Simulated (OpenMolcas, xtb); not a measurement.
## AlSiH5O2 (SMILES O[SiH2][O][AlH2]): the dipole moment, rung by rung

AlSiH5O2: 9 atoms, total charge 0, spin state singlet. As SMILES, `O[SiH2][O][AlH2]`. The coordinates come from a PBE0-D4/def2-TZVP relaxation. This is one conformer, not always the lowest.

```xyz
9

O    -0.7951    1.8294   -0.8982
Si    0.1730    1.1967    0.2669
O     0.2508   -0.4189    0.1977
Al    0.3257   -2.0805   -0.0606
H    -1.7408    1.7058   -0.8109
H     1.5061    1.7828    0.0050
H    -0.3373    1.5649    1.6142
H    -0.9595   -2.7957   -0.6368
H     1.6656   -2.8306    0.3054
```

Each level gives the dipole moment (D). The values are calculated.

| level | kind | program | value (D) | CPU time |
| --- | --- | --- | --- | --- |
| GFN0-xTB | semi-empirical | xtb | 1.53 | under 2 s |
| HF/cc-pVDZ | Hartree–Fock | OpenMolcas | 1.59 | 14 s |
| SVWN5/cc-pVDZ | LDA | OpenMolcas | 1.40 | 34 s |
| BLYP/cc-pVDZ | GGA | OpenMolcas | 1.35 | 47 s |
| revPBE/cc-pVDZ | GGA | OpenMolcas | 1.36 | 48 s |
| r2SCAN/cc-pVDZ | meta-GGA | OpenMolcas | 1.42 | 57 s |
| PBE0/cc-pVDZ | global hybrid | OpenMolcas | 1.44 | 44 s |

The values span 1.35 to 1.59 D. Magnitudes only. CPU times are rough (shared hosts, several kinds of processor): they show what a rung costs within a factor of a few.
